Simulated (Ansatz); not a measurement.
Results of the Gaussian-basis code of Ansatz.

A structure relaxed at PBE0-D4/def2-TZVP, charge 0, multiplicity 2:

| atom | x (Å) | y (Å) | z (Å) |
| --- | --- | --- | --- |
| Cl1 | 0.591 | -0.102 | -1.935 |
| Sn2 | 0.389 | 0.107 | 0.390 |
| H3 | -0.253 | -1.402 | 0.919 |
| H4 | -0.727 | 1.398 | 0.626 |

(1) Give its formula and SMILES.

(2) Point group (tolerance 0.08 Å, 0.16 Å for H)?

(3) Summarise the bond lengths by kind.

Answers

(1) ClH2Sn, `[Cl][SnH2]`.

(2) Cs.

(3) 1 × Cl–Sn 2.343 Å; 2 × H–Sn 1.723 Å.
